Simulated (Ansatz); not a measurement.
The same path of a periodic cell of 33 atoms, LiAl32 (host Al, host structure fcc, interstitial Li) was run twice with different band settings. Lost on the way: Al11–Al20, Al13–Li33, Al19–Li33, Al22–Li33. Made: Al9–Li33, Al11–Al22, Al12–Al19, Al20–Li33, Al21–Li33.

The calculation used DFT PBE, scalar-relativistic, plane waves, PAW in Ansatz 0.2.0. Settings: cutoff 420 eV, k mesh 3x3x3, gaussian smearing 0.1 eV, no spin polarisation.

Relaxed end points:

```xyz
33
Lattice="8.1000 0.0000 0.0000 0.0000 8.1000 0.0000 0.0000 0.0000 8.1000" Properties=species:S:1:pos:R:3
Al 3.941 0.029 0.044
Al 6.047 2.131 0.044
Al 6.057 0.006 1.790
Al 0.057 0.029 0.045
Al 2.004 2.075 0.017
Al 3.997 4.063 0.017
Al 6.047 6.017 0.045
Al 1.987 0.029 1.968
Al 4.047 2.032 2.084
Al 6.047 4.102 1.965
Al 3.671 0.001 4.058
Al 6.060 2.454 4.056
Al 6.060 0.000 6.479
Al 0.003 4.064 0.017
Al 2.003 6.070 0.018
Al -0.043 2.045 2.070
Al 2.003 4.064 2.021
Al 4.018 6.105 2.054
Al 0.256 0.004 4.060
Al 1.988 2.130 4.078
Al 3.940 4.101 4.078
Al 6.056 5.859 4.062
Al 1.988 0.029 6.181
Al 4.073 2.006 6.054
Al 6.047 4.100 6.184
Al -0.017 6.095 2.043
Al 0.059 4.102 4.079
Al 1.987 6.018 4.079
Al -0.068 2.022 6.070
Al 2.004 4.063 6.126
Al 4.038 6.127 6.089
Al -0.035 6.114 6.101
Li 6.000 0.138 4.158
```

```xyz
33
Lattice="8.1000 0.0000 0.0000 0.0000 8.1000 0.0000 0.0000 0.0000 8.1000" Properties=species:S:1:pos:R:3
Al 4.078 -0.106 -0.051
Al 6.186 1.997 -0.052
Al 6.046 0.023 2.048
Al 0.024 -0.048 -0.011
Al 1.967 1.997 -0.052
Al 4.078 4.110 -0.054
Al 6.129 6.064 -0.012
Al 2.104 0.014 2.039
Al 4.071 2.029 1.593
Al 6.086 3.998 2.010
Al 4.071 -0.435 4.053
Al 6.435 2.027 4.051
Al 6.085 -0.014 6.022
Al 0.025 4.056 -0.013
Al 2.024 6.063 -0.012
Al 0.033 1.997 1.923
Al 2.065 4.005 2.003
Al 4.078 6.023 1.919
Al 0.033 -0.102 4.022
Al 1.757 2.025 4.049
Al 4.073 4.257 4.044
Al 6.187 6.023 4.022
Al 2.066 -0.021 6.030
Al 4.073 2.020 6.284
Al 6.114 4.029 6.054
Al 0.024 6.064 1.977
Al 0.034 4.106 4.021
Al 1.967 6.022 4.022
Al 0.034 1.996 6.131
Al 2.038 4.034 6.059
Al 4.078 6.021 6.136
Al 0.025 6.062 6.081
Li 4.104 1.875 3.904
```

Common settings: spring 5.0 eV/Å²; optimiser quadratic models (default); force threshold 0.05 eV/Å; end points relaxed.

| run | movable images | climbing image | start path | iteration limit |
| --- | --- | --- | --- | --- |
| 1 | 5 | yes | IDPP | 48 |
| 2 | 6 | from the first iteration | default | 36 |

Q: What does each run give, and how far can it be trusted?

A: Run 1: converged after 18 iterations, highest image 0.672 eV above the first end. By the program's own check the climbing image is of a kind that is not told: the force calls were inconclusive, a negative curvature could not be distinguished from the path's own, the only one lies far off the path, or fixed occupations may fill a level only in part (lowest curvatures found: -0.91 and 0.21 eV/Å²).
Run 2: converged after 6 iterations, highest image 0.719 eV above the first end. The order of the stationary point at the top wasn't checked.
Limits of this set-up: coarse k mesh.
